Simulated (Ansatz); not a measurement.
Input for Ansatz (an electronic-structure program): U-B3LYP/def2-TZVPP on FHTe (SMILES F[TeH]), a point of a bond scan (R = 1.334 Å). Elements past Kr take the def2 small-core potentials; no spin–orbit coupling.

Ansatz 0.2 input:
```yaml
crystal:
  periodic: [false, false, false]
  atoms:
    - {symbol: Te, position_ang: [0.18518663, -0.06058026, 0.20051425]}
    - {symbol: H, position_ang: [1.08652585, -0.25965538, -0.76307087]}
    - {symbol: F, position_ang: [-1.21572950, 0.38439975, -1.04697488]}
basis:
  gaussian:
    orbitals: def2-TZVPP
hamiltonian:
  xc: {name: B3LYP}
magnetization: {spin_polarized: true, initial_magnetization: 0}
```

Program output:

```
WARN ansatz: RAYON_NUM_THREADS=1 ignored (pool sized by the plan → 1); use --threads N
Functional definition: B3LYP
integrals: 0.02 GiB planned
638 factors; their error is unknown
mean field: 0.30 GiB planned
mean field evaluation 1: about -10026.2930 eV, gradient 2.5e1 eV
mean field evaluation 2: about -10018.2551 eV, gradient 5.7e1 eV
mean field evaluation 4: about -10028.2017 eV, gradient 2.0e0 eV
mean field evaluation 8: about -10028.3213 eV, gradient 4.1e-2 eV
mean field evaluation 16: about -10027.2732 eV, gradient 4.9e0 eV
mean field -10028.32134904 eV, -368.5340121369 hartree, gradient 8.4e-6 eV, S^2 0.000000; 1 other end points of the search recorded, 0 dependent functions left out
reference -10028.32152690 eV, -368.5340186729 hartree; 17, 17 occupied and 78, 78 virtual orbitals, 638 factors
Total energy: -10028.32152690 eV, -368.5340186729 hartree
```

Self-consistency was reached.

Cost: around 1.4 core-seconds (rough).
